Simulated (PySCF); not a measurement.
Run record for `OB(O)c1cnsc1`: PBE0/def2-SVPD, IEF-PCM acetone, fitting basis def2-universal-jkfit, TDA, 1 singlet.

Method: TDA PBE0/def2-SVPD, vertical, IEF-PCM acetone (non-equilibrium linear response), core orbitals frozen in the response (PySCF 2.14.0, density-fitted response routines). Geometry: GFN2-xTB. The command runs a driver script over a list of jobs; the input below is this job's line of settings and its coordinates in Å.

Command:
```bash
OMP_NUM_THREADS=1 python probes_run.py task.json out
```

Input:
```
{"job": {"kind": "uv", "xc": "PBE0", "basis": "def2-SVPD", "solvent": "acetone", "nstates": 1, "ntriplets": 5, "tda": true, "scf": {"aux": "def2-universal-jkfit"}}, "charge": 0, "multiplicity": 1}
O     -1.926375     0.976851    -0.031892
B     -1.132058    -0.119694     0.051890
O     -1.597458    -1.383743     0.196606
C      0.415994     0.087019    -0.025557
C      1.394298    -0.939864     0.038040
N      2.641582    -0.572215    -0.044125
S      2.757257     1.048882    -0.204089
C      1.065982     1.287900    -0.166137
H     -2.872415     0.833467     0.014270
H     -2.547228    -1.499336     0.241882
H      1.164905    -1.985203     0.147466
H      0.636714     2.265250    -0.244379
```

Output:
```
final grid: 111480 points
cycle   1  E = -744.0770605900  dE =  1.497e+00  |g| = 8.210e-01  |ddm| = 6.583e+00
cycle   2  E = -743.9484051707  dE =  1.287e-01  |g| = 1.157e+00  |ddm| = 2.323e+00
cycle   3  E = -744.2081196225  dE = -2.597e-01  |g| = 6.261e-02  |ddm| = 1.416e+00
cycle   4  E = -744.2084661382  dE = -3.465e-04  |g| = 4.805e-02  |ddm| = 1.924e-01
cycle   5  E = -744.2090506116  dE = -5.845e-04  |g| = 1.188e-02  |ddm| = 1.218e-01
cycle   6  E = -744.2090797437  dE = -2.913e-05  |g| = 4.452e-03  |ddm| = 3.269e-02
cycle   7  E = -744.2090841108  dE = -4.367e-06  |g| = 6.416e-04  |ddm| = 7.637e-03
cycle   8  E = -744.2090841933  dE = -8.249e-08  |g| = 3.548e-04  |ddm| = 2.002e-03
cycle   9  E = -744.2090842242  dE = -3.097e-08  |g| = 8.607e-05  |ddm| = 6.910e-04
cycle  10  E = -744.2090842261  dE = -1.848e-09  |g| = 2.111e-05  |ddm| = 2.425e-04
cycle  11  E = -744.2090842262  dE = -1.251e-10  |g| = 1.155e-05  |ddm| = 7.415e-05
converged SCF energy = -744.2090842262

Static polarisability (au): isotropic 104.972, principal 68.196 108.733 137.986

Singlet excitations
state   eV       nm        f      main configurations
  1   5.7295    216.4   0.00317   H-2->L 0.96

Triplet excitations (Tamm-Dancoff, eV): 4.1171 4.3185 5.1046 5.7567 5.9124
```

Q: Give the mean polarisability as a volume in Å³, and the ratio of the largest to the smallest principal value.

A: 104.972 au × 0.148185 = 15.56 Å³; 137.986/68.196 = 2.02.

Q: How does the lowest singlet excitation compare with the HOMO–LUMO gap?

A: HOMO -7.68 eV and LUMO -1.17 eV give a gap of 6.51 eV; S1 at 5.73 eV lies 0.78 eV below it.

In short: SCF converged in 11 cycles with 205 basis and 731 fitting functions; HOMO -7.68 eV, LUMO -1.17 eV; lowest singlet 5.73 eV; lowest triplet 4.12 eV (Tamm–Dancoff); mean polarisability 105.0 au.

Geometry: GFN2-xTB, one conformer.

Q: How long does this job take on one thread of an Intel Xeon at 2.70 GHz, on a shared host? And the peak memory of the process?

A: About 38 s, with 0.98 GiB resident at the peak, the Python interpreter and its libraries included.

The values belong to the conformer `[OH:1][B:2]([OH:3])[c:4]1[cH:5][n:6][s:7][cH:8]1`: O1–B2–C4–C5 180°, H–O1–B2–O3 0°, H–O3–B2–O1 0°.
